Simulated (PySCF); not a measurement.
**Spin-orbit coupling and the third ionisation energy along the 5p block**

Two-component X2C-1e calculated with PySCF 2.14: MP2 on generalised Hartree-Fock spinors (GMP2), with spin-orbit coupling off and on (screened by Boettger's factors); no Breit or QED terms. Values in eV; the references (NIST) lie between the lowest levels. Elements whose determinants are no pure J levels are left out.

```csv
element,configurations,spin-free,with spin-orbit,shift,reference
"In (x2c-SVPall-2c, [Ar] 3d10 frozen)",[Kr] 4d10 5s1 → [Kr] 4d10,26.881,26.883,0.002,28.044
"Sn (x2c-SVPall-2c, [Ar] 3d10 frozen)",[Kr] 4d10 5s2 → [Kr] 4d10 5s1,29.383,29.385,0.002,30.506
"Sb (x2c-SVPall-2c, [Ar] 3d10 frozen)",[Kr] 4d10 5s2 5p1 → [Kr] 4d10 5s2,24.260,24.836,0.576,25.323
"Xe (x2c-SVPall-2c, [Ar] 3d10 frozen)",[Kr] 4d10 5s2 5p4 → [Kr] 4d10 5s2 5p3,29.760,30.166,0.407,31.05 ± 0.04 (s)
```

The largest shift is at Sb, 0.576 eV, where spin-orbit coupling lowers the species with more electrons by more than the one with fewer (starting occupations 5p1/2^1 and closed).

What remains against the references is mostly the basis and correlation beyond MP2. References marked (s) are semi-empirical, (t) theoretical.
